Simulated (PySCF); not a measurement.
Method: B3LYP-D3(BJ)/def2-TZVP // PBE-D3(BJ)/def2-SVP (PySCF 2.14.0). Gas-phase values, no solvent. One relaxed conformer stands for a flexible species; it need not be the lowest. B3LYP has the VWN-RPA correlation part, as in Gaussian. 

Reference species: [Y(Cl)2(NH2)] (neutral, multiplicity 1).

```json
{
 "charge on the central atom (Mulliken)": "1.29 e",
 "LUMO": "-2.61 eV",
 "coordination_number": "3"
}
```

After one change: the charge on the central atom (Mulliken) falls by 0.05 e; the LUMO drops by 0.67 eV; the coordination number hardly moves.

### Question
What was changed between the two runs? The new species is one of these.
A. [Y(Cl)3]
B. [Y(NH2)3]
C. [Y(Cl)(NH2)2]

### Answer
A, [Y(Cl)3]
